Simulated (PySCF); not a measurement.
H6O2Si2, SMILES O[SiH2]O[SiH3].

The structure is a stationary point at PBE-D3(BJ)/def2-SVP. One conformer was computed; it need not be the lowest.

The numbers are results of PySCF with PBE/def2-TZVP, not measurements.

Gas-phase values at a fixed geometry.

| Item | Value |
|---|---|
| total energy | -732.78060 hartree |
| highest occupied level | -7.37 eV |
| lowest empty level | -0.88 eV |
| orbital gap | 6.49 eV |
| dipole moment | 0.99 D |
| quadrupole, principal values (traceless, Buckingham form, about the centre of nuclear charge) | -6.69, 0.03, 6.66 D·Å |
| mean static polarisability | 59.8 bohr³ (8.86 Å³) |
| polarisability, principal values | 55.4, 57.1, 66.9 bohr³ |
